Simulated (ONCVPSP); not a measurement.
Which change was made? (W, ONCV)

| Property | Result |
| --- | --- |
| Element | W (Z = 74) |
| Generator | ONCVPSP 4.0.1 |
| Type | optimised norm-conserving Vanderbilt (ONCV) |
| Functional | PBEsol |
| Relativity | scalar-relativistic |
| Frozen core | [Kr] 4d10 4f14 5s2 |
| Valence charge | 12 |
| Reference configuration | 5p6 5d4 6s2 |
| Partial waves | 6s: rc 2.80 bohr, ncon 4, nbas 7, qcut 2.3 1/bohr, 2 projectors, debl 3.1 Ha; 5p: rc 1.20 bohr, ncon 4, nbas 7, qcut 6.7 1/bohr, 1 projector; 5d: rc 2.40 bohr, ncon 3, nbas 7, qcut 5.2 1/bohr, 1 projector |
| Local potential | polynomial inside 1.05 bohr (lpopt 2, dvloc0 0 Ha) |
| Core correction | polynomial model core, fcfact 0.7 |

Cutoffs, loose and tight: the cutoffs (Ha) at which the residual kinetic energy of the hardest occupied pseudo-wave falls to 1 and 0.1 mHa per electron. They do not see the model core or the augmentation charge, which bear on the density cutoff. Test errors are all-electron minus pseudo excitation energies from the reference, over the configurations 5p6 5d4 6s1; 5p6 5d4 6s0; 5p6 5d3 6s0; 5p6 5d5 6s0; variants that change the core or the reference have their own tests.

The base gives: outcome: generated; cutoff, loose: 80 Ha; cutoff, tight: 100 Ha; bound ghosts: s; GHOST(+) flags above zero: s; largest test error (meV): -36.

Task: After one change the result is: outcome: generated; cutoff, loose: 80 Ha; cutoff, tight: 100 Ha; bound ghosts: s; GHOST(+) flags above zero: s; largest test error (meV): -28. Which change was it?
A. all radii but the core radius scaled by about 1.04 (s 2.92, p 1.26, d 2.50 bohr); local potential polynomial inside 1.10 bohr (lpopt 2, dvloc0 0 Ha)
B. core correction none
C. s: qcut 2.5; p: qcut 7.2; d: qcut 5.6

Result: B. The others give: all radii but the core radius scaled by about 1.04 (s 2.92, p 1.26, d 2.50 bohr); local potential polynomial inside 1.10 bohr (lpopt 2, dvloc0 0 Ha) → outcome: generated; cutoff, loose: 72 Ha; cutoff, tight: 92 Ha; bound ghosts: s; GHOST(+) flags above zero: s; largest test error (meV): -46 | s: qcut 2.5; p: qcut 7.2; d: qcut 5.6 → outcome: generated; cutoff, loose: 52 Ha; cutoff, tight: 96 Ha; bound ghosts: s; GHOST(+) flags above zero: s; largest test error (meV): -53.
